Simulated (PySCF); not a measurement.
PySCF input for MoO2Cl2, SMILES [O]=[Mo](=[O])([Cl])[Cl], multiplicity 1, IEF-PCM-ωB97X/def2-SVP. Geometry: PBE0-D3(BJ)/def2-SVP. The multiplicity is an assumed one; other spin states were not compared. The isomer is the one that the SMILES or the coordinates give; other isomers of the formula were not compared. The def2 effective core potentials stand for the cores of Mo; spin–orbit coupling is left out.

```python
import numpy as np
from pyscf import gto, scf, dft
from pyscf.solvent import pcm

mol = gto.M(
    atom='''
    Mo    0.00000000   -0.00000000   -0.29325092
    O     0.00000000   -1.32897201   -1.28720386
    O     0.00000000    1.32897200   -1.28720388
    Cl   -1.87069354    0.00000000    0.96799414
    Cl    1.87069353    0.00000000    0.96799414
    ''',
    basis='def2-SVP',
    ecp={'Mo': 'def2-svp'},
    charge=0,
    spin=0,
    max_memory=1600,
    verbose=3,
)
mf = dft.RKS(mol, xc='wb97x').density_fit(auxbasis='def2-universal-jkfit')
mf.grids.level = 3
mf.conv_tol = 1e-9
mf.max_cycle = 100
mf.kernel()
res = {}
for name, eps in {'water': 78.355, 'ethylethanoate': 5.9867, 'dichloromethane': 8.93}.items():
    s = mf.PCM()
    s.with_solvent.method, s.with_solvent.eps, s.with_solvent.lebedev_order = 'IEF-PCM', eps, 29
    s.kernel(mf.make_rdm1())
    res[name] = (s.e_tot, eps, s.dip_moment(), s.mo_energy, s.converged)
    print(f'{name}: electrostatic solvation free energy {(s.e_tot - mf.e_tot) * 627.509474:.3f} kcal/mol')
```

Output:

```
converged SCF energy = -1138.76385849578

WARN: PCM is an experimental feature. It is still in testing.
Features and APIs may be changed in the future.

converged SCF energy = -1138.76877420069
Dipole moment(X, Y, Z, Debye):  0.00000, -0.00004,  1.16214
water: electrostatic solvation free energy -3.085 kcal/mol

WARN: PCM is an experimental feature. It is still in testing.
Features and APIs may be changed in the future.

converged SCF energy = -1138.7675348322
Dipole moment(X, Y, Z, Debye):  0.00000, -0.00004,  1.10195
ethylethanoate: electrostatic solvation free energy -2.307 kcal/mol

WARN: PCM is an experimental feature. It is still in testing.
Features and APIs may be changed in the future.

converged SCF energy = -1138.76794302213
Dipole moment(X, Y, Z, Debye):  0.00000, -0.00004,  1.12129
dichloromethane: electrostatic solvation free energy -2.563 kcal/mol
```

The calculation finished and met its thresholds.
